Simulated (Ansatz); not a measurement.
A nudged elastic band was laid between two geometries of BF2HO + FH (7 atoms, charge 0, multiplicity 1).

Method: RHF/def2-SVP (Ansatz 0.2.0).

```
movable images  : 5
climbing image  : yes
spring          : 5.0 eV/Å²
optimiser       : quadratic models (default)
start path      : through a guess of the saddle point
force threshold : 0.03 eV/Å
iteration limit : 60
end points      : relaxed
```

Image 0:

```xyz
7
Properties=species:S:1:pos:R:3
B -1.017 -0.540 -0.081
O -0.032 0.350 -0.276
F -2.125 -0.488 -0.775
F -0.870 -1.471 0.815
H 1.697 0.483 0.500
F 2.547 0.663 0.758
H -0.200 1.003 -0.941
```

Image 6:

```xyz
7
Properties=species:S:1:pos:R:3
B -0.156 -0.785 0.110
O 0.052 1.044 0.099
F -0.836 -0.914 -1.028
F -0.819 -0.971 1.238
H 0.962 1.308 0.156
F 1.129 -1.133 0.093
H -0.332 1.451 -0.668
```

**Question.** Which bonds break or form, and what moves?

**Answer.** Bonds broken: H5–F6. Bonds formed: B1–F6, O2–H5. BF2HO + FH becomes BF3H2O.

**Question.** Give the energies along the band, and the barrier.

**Answer.** The run converged. The highest image is number 4 of 0 to 6, 29.1 kcal/mol above the first end and 36.7 kcal/mol above the last; the last end lies 7.6 kcal/mol below the first. Neighbouring images differ by up to 1.3 eV, so the band resolves the path poorly. A vibrational analysis at the climbing image gives one clearly imaginary mode, 1610i cm⁻¹: a first-order saddle point. The orbitals stay closed-shell, which can raise the energy where a bond breaks towards radicals; this wasn't checked here.

```
image  path coordinate (Å)  energy (kcal/mol)  H5–F6 (Å)  B1–F6 (Å)  O2–H5 (Å)
    0                 0.00                0.0       0.91       3.85       1.90
    1                 0.85                0.4       0.91       3.55       1.91
    2                 1.69                0.9       0.91       3.08       2.03
    3                 2.54                3.1       0.91       2.41       1.98
    4                 3.39               29.1       1.12       1.62       1.23
    5                 3.94               -0.6       1.76       1.38       0.96
    6                 4.48               -7.6       2.45       1.33       0.95
```

**Question.** What is the geometry of the highest image?

**Answer.** 
```xyz
7
Properties=species:S:1:pos:R:3:forces:R:3
B -0.317 -0.466 0.105 -0.01 0.00 0.00
O -0.081 0.998 0.094 0.00 0.01 0.03
F -0.719 -0.958 -1.057 0.00 0.00 -0.01
F -0.837 -0.950 1.212 0.01 0.00 0.00
H 1.042 0.503 0.127 -0.02 -0.01 0.00
F 1.291 -0.589 0.197 0.01 0.00 0.00
H -0.379 1.461 -0.678 0.01 -0.01 -0.01
```

Time of the run: 100 s on 1 thread of Arm Neoverse V1, with other jobs on the host, peak memory 0.26 GiB.
